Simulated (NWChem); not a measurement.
# C$_{2}$H$_{3}$ClF$_{2}$Si; SMILES C(=C\F)(/Cl)[SiH2]F

```xyz
9

F      2.2226    -1.0561    -0.1468
C      0.9431    -1.3923    -0.1910
C     -0.0261    -0.5065     0.0661
Cl    -1.6743    -1.0540    -0.0372
Si     0.2259     1.2915     0.5203
F     -0.2195     2.2230    -0.7338
H      0.7769    -2.4427    -0.4531
H     -0.6640     1.6194     1.6630
H      1.6571     1.5527     0.8125
```
Atoms are numbered in this order, from 1.

Computed with NWChem. Pople sets run with spherical d functions. Structure relaxed at the PBE0/def2-SVP level.

Problem. Order these runs by computing time, cheapest first, and give rough ratios: TPSS/6-31G*; TPSS/STO-3G; TPSS/6-311++G**.

Solution. TPSS/STO-3G (1), TPSS/6-31G* (4), TPSS/6-311++G** (10). Ratios are rough, from one shared machine; the cheapest took around 8 core-seconds (rough). What differs between the cheapest and the dearest: highest occupied level (eV) -3.47 → -6.62; orbital gap (eV) 5.37 → 4.48; dipole (D) 1.91 → 1.82.
